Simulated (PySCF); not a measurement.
# Working out the ionisation energy of Re

Re [Xe] 4f14 5d5 6s2 (6S) → Re+ [Xe] 4f14 5d5 6s1 (7S). Calculation: PySCF 2.14, in x2c-TZVPPall with one added diffuse shell each of s, p, d, f type (12s8p8d4f1g, 113 functions); the spin-free X2C one-electron Hamiltonian (Gaussian nucleus). Frozen: [Xe] 4f14. Energies in hartree (1 hartree = 27.21139 eV):

```csv
part,Re (lower),Re+ (upper)
UHF,-16688.228158,-16688.009134
MP2 opposite-spin,-0.050285,0.000000
MP2 same-spin,-0.068496,-0.068350
```

Task: What does Hartree-Fock give?

Result: (-16688.009134) − (-16688.228158) = 0.219024 hartree = 5.960 eV.

Task: What do MP2 and SCS-MP2 (6/5 opposite-spin, 1/3 same-spin) give?

Result: The opposite-spin parts differ by 1.368 eV and the same-spin parts by 0.004 eV. MP2: 5.960 + (1.368) + (0.004) = 7.332 eV. SCS-MP2: 5.960 + 1.2 × (1.368) + (0.004)/3 = 7.603 eV.

Measured between the centres of the two terms (NIST): 7.834 eV, so MP2 (valence) is off by -0.502 eV.

What remains against the reference includes basis incompleteness, the frozen core and correlation beyond second order.
